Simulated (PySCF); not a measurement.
## SiPb and its ions

r²SCAN; basis Si def2-SVPD, Pb def2-SVPD with ECP60; scalar-relativistic core potentials; PySCF 2.14. Neutral (UKS): triplet (π ↑↑), Re = 2.603 Å, ωe = 317 cm⁻¹, De = 2.62 eV, HOMO -4.56 eV, LUMO -3.71 eV.

SiPb⁺ (UKS): quartet (σ ↑, π ↑↑), Re = 2.640 Å, ωe = 277 cm⁻¹. The energies at the minima are -482.26424 hartree for SiPb and -482.00418 for SiPb⁺.

Q: Work out the adiabatic ionisation energy, without and with harmonic zero-point energies (1 hartree = 27.2114 eV, 1 eV = 8065.5 cm⁻¹), and the change of the bond length.

A: At r²SCAN: 0.26006 hartree = 7.077 eV between the minima; the zero-point term (277.0 − 317.0)/2 cm⁻¹ = -0.002 eV makes it 7.074 eV. Re changes by +3.7 pm against the neutral. The electron leaves a σ orbital, and the longer bond of the ion fits a bonding orbital, or a change in how ionic the bond is.

SiPb⁻ (UKS): doublet (π ↑), Re = 2.502 Å, ωe = 350 cm⁻¹. The energies at the minima are -482.26424 hartree for SiPb and -482.32300 for SiPb⁻.

Q: Work out the adiabatic electron affinity, without and with harmonic zero-point energies (1 hartree = 27.2114 eV, 1 eV = 8065.5 cm⁻¹), and the change of the bond length.

A: At r²SCAN: 0.05876 hartree = 1.599 eV between the minima; the zero-point term (317.0 − 350.0)/2 cm⁻¹ = -0.002 eV makes it 1.597 eV. Re changes by -10.1 pm against the neutral. The electron enters a π orbital, and the shorter bond of the ion fits a bonding orbital, or a change in how ionic the bond is.

These are scalar-relativistic numbers at best; spin–orbit coupling would shift them, the dissociation energy most. The highest Kohn–Sham level is positive in this anion. Much of that is self-interaction error, but it also means that the finite basis helps to hold the extra electron. States were picked by a PBE0 search and need not be the measured ground states.
